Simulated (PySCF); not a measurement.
**Vibration and rotation of SrH**

UHF-CCSD(T) constants of SrH, ²Σ⁺ (doublet), unpaired electrons σ ↑ (basis Sr def2-TZVP with ECP28, H def2-TZVP; scalar-relativistic core potentials; PySCF 2.14; masses 87.9056 and 1.0078 u):

```
ωe           : 1132.8 cm⁻¹
ωexe         : 17.2 cm⁻¹
Be           : 3.5356 cm⁻¹
αe           : 0.0854 cm⁻¹
De to Sr + H : 1.35 eV
```

(1) What force constant and bond length do these constants imply?

(2) Estimate the centrifugal constant D from the Kratzer relation and find the Dunham coefficient a1.

Correlated steps freeze no core orbitals. Spin–orbit coupling is left out. The state is the lowest determinant that a PBE0 search found; another state may lie lower at other levels.

Answers

(1) Reduced mass μred = 0.99640 u; k = 5.8918×10⁻⁷·μred·ωe² (u, cm⁻¹, mdyn/Å) = 0.753 mdyn/Å; Re = √(16.8576/(μred·Be)) (u, cm⁻¹, Å) = 2.188 Å.

(2) D = 4Be³/ωe² = 0.000138 cm⁻¹; a1 = −1 − αeωe/(6Be²) = -2.29.
